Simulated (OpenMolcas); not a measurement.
Re4+ among 5 point charges of -1.5 e arranged as a trigonal bipyramid (D3h), 2.13 Å from the ion, with the axial distance 2.045 Å.
```
   2.1300    0.0000    0.0000  -1.50
  -1.0650    1.8446    0.0000  -1.50
  -1.0650   -1.8446    0.0000  -1.50
   0.0000    0.0000    2.0448  -1.50
   0.0000    0.0000   -2.0448  -1.50
```

| Property | Result |
| --- | --- |
| Program | OpenMolcas |
| Method | CASSCF |
| Basis | ANO-RCC-VDZP [7s6p4d2f1g] |
| Scalar Hamiltonian | DKH2, point nucleus |
| Active space | 3 electrons in 5 orbitals (5d) |
| State averaging | 2S+1 = 4 even, 10 roots; 2S+1 = 2 even, 40 roots |
| Spin-orbit coupling | state interaction with AMFI integrals over the reference wave functions |

(1) What is the spin-free ground state (labels of D3, the rotations of D3h)?

(2) Where is the first state of the same spin?

(3) What are the lowest two levels with spin-orbit coupling?

(4) What is χT at 300 K?

## Answers

(1) 4E, 2-fold in its orbital part, 100 % from free-ion F terms; it has the highest spin that d3 allows.

(2) 4E at 2680 cm-1 above the ground state.

(3) A 2-fold level E1/2 with g = 0.78, 0.97, 0.97, then a 2-fold level E3/2 1519 cm-1 above it. Their leading multiplicities are 4 (87 %) and 4 (89 %).

(4) 0.11 cm3 K/mol.

Spin-orbit coupling mixes the spin-free states strongly: the lowest level takes only 52 % from its leading state, 4E. An orbital doublet at a regular site is open to a Jahn-Teller distortion, which this geometry leaves out. Without dynamic correlation the repulsion within the d shell is too large (B by tens of per cent), so at a given field states of lower spin stand too high. This is an electrostatic model: the charges have no orbitals. No measured value stands beside these numbers.
